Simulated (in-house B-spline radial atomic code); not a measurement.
# PBE excitations of Ne IX (Ne8+)

Method: PBE. Computed with a B-spline radial code for spherical atoms: linear response of the closed shell 1s2 with the functional's adiabatic kernel; non-relativistic, point nucleus, no spin-orbit coupling, no double excitations, S, P, D and F terms only.

Command:
```bash
python run_td.py task.json out
```
Settings (radii: box in bohr, nucleus in fm):
```
Z                        10
electrons                2
configuration            1s2
hamiltonian              nr
method                   pbe,pbe
box_radius               11.59
intervals                47
```

Run time, properties included: 0.1 s on 1 thread of Arm Neoverse N1, on a shared host.

The lowest states, in the order of their Tamm-Dancoff energies; the method's threshold (minus the highest occupied level) is 1134.74 eV. Labels give the largest channel, * marks a mixed state, and oscillator strengths are full-response dipole values. Semilocal kernels can invert the small singlet-triplet splittings of Rydberg terms. Energies in eV:

```json
{"state": "1s → 2s 3S", "full response": "882.30", "Tamm-Dancoff": "882.32", "oscillator strength": "-"}
{"state": "1s → 2s 1S", "full response": "?", "Tamm-Dancoff": "?", "oscillator strength": "-"}
{"state": "1s → 2p 3P", "full response": "893.52", "Tamm-Dancoff": "893.55", "oscillator strength": "-"}
{"state": "1s → 2p 1P", "full response": "900.31", "Tamm-Dancoff": "900.34", "oscillator strength": "0.669"}
{"state": "1s → 3s 3S", "full response": "1029.12", "Tamm-Dancoff": "1029.13", "oscillator strength": "-"}
{"state": "1s → 3s 1S", "full response": "1031.50", "Tamm-Dancoff": "1031.53", "oscillator strength": "-"}
{"state": "1s → 3p 3P", "full response": "1032.69", "Tamm-Dancoff": "1032.70", "oscillator strength": "-"}
{"state": "1s → 3p 1P", "full response": "1034.40", "Tamm-Dancoff": "1034.41", "oscillator strength": "0.132"}
{"state": "1s → 3d 3D", "full response": "1035.88", "Tamm-Dancoff": "1035.88", "oscillator strength": "-"}
{"state": "1s → 3d 1D", "full response": "1035.95", "Tamm-Dancoff": "1035.95", "oscillator strength": "-"}
{"state": "1s → 4s 3S", "full response": "?", "Tamm-Dancoff": "?", "oscillator strength": "-"}
{"state": "1s → 4s 1S", "full response": "1077.67", "Tamm-Dancoff": "1077.68", "oscillator strength": "-"}
{"state": "1s → 4p 3P", "full response": "1078.20", "Tamm-Dancoff": "1078.20", "oscillator strength": "-"}
{"state": "1s → 4p 1P", "full response": "1078.89", "Tamm-Dancoff": "1078.89", "oscillator strength": "0.0498"}
{"state": "1s → 4d 3D", "full response": "1079.39", "Tamm-Dancoff": "1079.39", "oscillator strength": "-"}
{"state": "1s → 4d 1D", "full response": "1079.42", "Tamm-Dancoff": "1079.42", "oscillator strength": "-"}
{"state": "1s → 4f 3F", "full response": "1080.21", "Tamm-Dancoff": "1080.21", "oscillator strength": "-"}
{"state": "1s → 4f 1F", "full response": "1080.21", "Tamm-Dancoff": "1080.21", "oscillator strength": "-"}
```

(1) Where does 1s → 2s 1S lie?

(2) Where does 1s → 4s 3S lie?

(3) How large is the singlet-triplet splitting of 1s → 2s (S terms) in Tamm-Dancoff?

(4) What polarisabilities and dispersion coefficient does the method give?

Answers

(1) At 892.01 eV in full response, 892.13 eV in Tamm-Dancoff.

(2) At 1076.72 eV in full response, 1076.72 eV in Tamm-Dancoff.

(3) 9.81 eV, from the unrounded values.

(4) Dipole 0.001066 bohr³, quadrupole 4.163e-05 bohr⁵, C6 3.309e-05 hartree·bohr⁶ for two such species.
